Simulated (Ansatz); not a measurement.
Calculated with Ansatz (gas phase, PBE0-D4/def2-TZVP geometries, no zero-point term in ΔE). CCSD(T)/CBS adds triple-zeta CCSD(T) − MP2 to the extrapolated MP2 energy (def2 sets, frozen cores). This one scheme is used for every species. Functionals use def2-TZVPP. For Br outer-core shells are correlated without core-valence functions, which leaves a few kJ/mol of doubt a bond. Scalar relativity is left out up to krypton. One conformer a species, not always the lowest.

`FCO[SiH2][SiH3]` + HBr → `FCO[SiH2]Br` + SiH₄  (cleavage of the Si–Si bond)

```json
{"level": "PBE0", "ΔE (kJ/mol)": "-103.3"}
{"level": "SCS-MP2/def2-QZVPP", "ΔE (kJ/mol)": "-122.2"}
```

Question: What does CCSD(T)/CBS give? (Best estimate.)

Answer: Computed: -113.3 kJ/mol. The listed levels differ from it by 10.0, -8.9 kJ/mol.

Largest T1 diagnostic among the species: 0.013.

In def2-TZVPP, CCSD(T) changes the Hartree–Fock value by +19.9 kJ/mol (the triples alone add +1.8 kJ/mol) and MP2 by +8.3 kJ/mol. From PBE to PBE0 (25 % exact exchange), in def2-TZVPP and without D4, ΔE moves by −6.5 kJ/mol.
